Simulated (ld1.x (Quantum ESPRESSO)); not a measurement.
Which setting gave this result? (hydrogen (H), TM)

Base potential:

- Element: H (Z = 1)
- Generator: ld1.x (Quantum ESPRESSO) 7.5
- Type: norm-conserving Troullier–Martins (Kleinman–Bylander form)
- Functional: PBE
- Relativity: scalar-relativistic
- Frozen core: none
- Valence charge: 1
- Reference configuration: 1s1
- Partial waves: 1s (bound): rc 1.30 bohr; 2p channel at 0.2 Ry: rc 1.25 bohr
- Local potential: the p channel
- Core correction: none

Cutoffs, loose and tight: the cutoffs (Ry, on a coarse ladder) from which the occupation-weighted sum of valence levels, in a spherical-Bessel basis at the reference potential, stays within 10 and 1 mRy of its value at 400 Ry. They do not see the model core or the augmentation charge, which bear on the density cutoff. Test errors are all-electron minus pseudo excitation energies from the reference, over the configurations 1s0.5; variants that change the core or the reference have their own tests.

Only the scale of all radii (base = 1) is moved:

```
scale of all radii (base = 1)  cutoff, loose  cutoff, tight  bound ghosts
                         0.76          25 Ry          50 Ry          none
                         0.93          21 Ry          40 Ry          none
                         1.11          18 Ry          30 Ry          none
                         1.28          15 Ry          25 Ry          none
                         1.36          15 Ry          21 Ry          none
```

Task: One more run gave cutoff, loose: 18 Ry; cutoff, tight: 35 Ry; bound ghosts: none. Which value of the scale of all radii (base = 1) was used?

Result: 1.04. The tight cutoff moves one way along this sweep, from 50 Ry at 0.76 to 21 Ry at 1.36, which places the run between 0.93 and 1.11.
